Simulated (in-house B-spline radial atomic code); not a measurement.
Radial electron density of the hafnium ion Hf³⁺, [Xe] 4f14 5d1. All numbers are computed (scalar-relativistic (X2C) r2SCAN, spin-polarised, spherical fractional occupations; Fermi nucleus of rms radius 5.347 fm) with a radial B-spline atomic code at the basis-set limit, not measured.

One-electron X2C: radii and densities carry no picture-change correction, so inner-shell <1/r> comes out high (for 1s by about 2 % at Z = 33, 5 % at 54, 10 % at 75, 30 % at 118) and <r> low.

Columns: r (bohr), 4πr²n(r) (electrons per bohr), bar.

```
0.000427    3.351 #
0.000529     4.54 ##
0.000656    6.137 ##
0.000813    8.252 ###
 0.00101    11.08 ####
 0.00125     14.7 #####
 0.00155    19.42 #######
 0.00192    25.37 ########
 0.00238    32.79 ###########
 0.00295    41.74 ##############
 0.00365    52.09 #################
 0.00453    63.74 #####################
 0.00561    75.68 #########################
 0.00696    86.93 #############################
 0.00863    95.74 ################################
  0.0107    100.5 ##################################
  0.0133      100 #################################
  0.0164    95.15 ################################
  0.0204    88.64 ##############################
  0.0252    86.07 #############################
  0.0313    92.33 ###############################
  0.0388    107.8 ####################################
  0.0481      125 ##########################################
  0.0596    131.4 ############################################
  0.0739      121 ########################################
  0.0915    104.3 ###################################
   0.113    100.8 ##################################
   0.141      114 ######################################
   0.174      118 #######################################
   0.216    94.65 ################################
   0.268    64.96 ######################
   0.332    60.02 ####################
   0.412    70.07 #######################
    0.51    65.24 ######################
   0.632    44.65 ###############
   0.784    26.63 #########
   0.972    17.79 ######
     1.2    12.74 ####
    1.49    7.655 ###
    1.85    3.472 #
    2.29    1.201 
    2.84   0.3311 
    3.52  0.07817 
    4.37  0.01406 
    5.41 0.001615 
    6.71 9.271e-05
```

On this grid the curve has 4 maxima, near 0.0107, 0.0596, 0.174, 0.412 bohr.

The 4f up radial function P(r) = rR(r), positive near the nucleus:

```csv
r (bohr),P
0.0252,0.001976
0.0388,0.00859
0.0596,0.03361
0.0915,0.1143
0.141,0.3238
0.216,0.7005
0.332,1.111
0.51,1.22
0.784,0.9216
1.2,0.5024
1.85,0.1894
2.84,0.04303
4.37,0.004103
```
